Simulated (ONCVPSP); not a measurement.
Configuration tests for magnesium (ONCV)

| Item | Value |
| --- | --- |
| Element | magnesium |
| Generator | ONCVPSP 4.0.1 |
| Type | optimised norm-conserving Vanderbilt (ONCV) |
| Functional | PBE |
| Relativity | scalar-relativistic |
| Frozen core | [He] |
| Valence charge | 10 |
| Reference configuration | 2s2 2p6 3s2 |
| Partial waves | 2s+3s: rc 1.25 bohr, ncon 3, nbas 6, qcut 10.1 1/bohr, 2 projectors; 2p: rc 0.70 bohr, ncon 4, nbas 7, qcut 20.1 1/bohr, 3 projectors, debl 3.9 Ha; d scattering state at 0.42 Ha: rc 1.00 bohr, ncon 4, nbas 7, qcut 9.1 1/bohr, 1 projector |
| Local potential | polynomial inside 0.45 bohr (lpopt 5, dvloc0 0 Ha) |
| Core correction | none |

Energies are relative to the spin-unpolarised reference configuration 2s2 2p6 3s2; without spin polarisation the order of configurations can differ from experiment.

```
valence configuration  charge  ΔE all-electron (eV)  error AE − PS (meV)
          2s2 2p6 3s1      +1                 7.960                 -0.1
        2s2 2p6 3s1.5    +0.5                 3.144                  0.0
      2s2 2p6 3s0 3p1      +1                12.328                 +0.1
```

Q: What are ΔE and the potential's error for 2s2 2p6 3s0?

A: ΔE = 22.985 eV all-electron; the error (AE − PS) is -0.7 meV.
